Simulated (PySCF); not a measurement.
**Electron correlation in H⁻ (hydrogen, charge -1)**

1s2, closed-shell 1S. All numbers are calculated (PySCF 2.14, no relativity, point nucleus, in aug-cc-pVQZ with one added diffuse shell each of s, p, d, f type (6s5p4d3f, 62 functions)). Frozen: nothing; 2 electrons correlated.

With two correlated electrons CCSD is exact within the correlated space (frozen core and kept virtual orbitals).

```
level  correlation energy (mhartree)
 CCSD                         -39.63
```

Diagnostics: T1 = 0.044, D1 = 0.0619, largest double amplitude 0.127.

T1 exceeds 0.03, a sign that the reference determinant is poor.

Cost of the coupled-cluster step: roughly 0.8 core-seconds, for 2 correlated electrons.

Iterations:

```
CC2 = 0
CCSD nocc = 1, nmo = 62
frozen orbitals []
max_cycle = 100
direct = 0
conv_tol = 1e-08
conv_tol_normt = 1e-06
diis_space = 8
diis_start_cycle = 0
Init t2, MP2 energy = -0.517418527952305  E_corr(MP2) -0.0295824919821107
Init E_corr(CCSD) = -0.0295824919828487
cycle = 1  E_corr(CCSD) = -0.034859356889903  dE = -0.00527686491  norm(t1,t2) = 0.04172
cycle = 2  E_corr(CCSD) = -0.0373637551707634  dE = -0.00250439828  norm(t1,t2) = 0.0218683
cycle = 3  E_corr(CCSD) = -0.0390767741253813  dE = -0.00171301895  norm(t1,t2) = 0.0138988
cycle = 4  E_corr(CCSD) = -0.0396270958702746  dE = -0.000550321745  norm(t1,t2) = 0.00902556
cycle = 5  E_corr(CCSD) = -0.0396165467211733  dE = 1.05491491e-05  norm(t1,t2) = 0.00523435
cycle = 6  E_corr(CCSD) = -0.0395787512703077  dE = 3.77954509e-05  norm(t1,t2) = 0.00225535
cycle = 7  E_corr(CCSD) = -0.0396187842621386  dE = -4.00329918e-05  norm(t1,t2) = 0.00126075
cycle = 8  E_corr(CCSD) = -0.0396279790325601  dE = -9.19477042e-06  norm(t1,t2) = 0.000244574
cycle = 9  E_corr(CCSD) = -0.0396263074041648  dE = 1.6716284e-06  norm(t1,t2) = 4.78529e-05
cycle = 10  E_corr(CCSD) = -0.0396268109884427  dE = -5.03584278e-07  norm(t1,t2) = 1.57075e-05
cycle = 11  E_corr(CCSD) = -0.0396265920488319  dE = 2.18939611e-07  norm(t1,t2) = 3.79397e-06
cycle = 12  E_corr(CCSD) = -0.0396265877653913  dE = 4.28344063e-09  norm(t1,t2) = 5.9559e-07
CCSD converged
E(CCSD) = -0.5274626237355855  E_corr = -0.03962658776539128
```
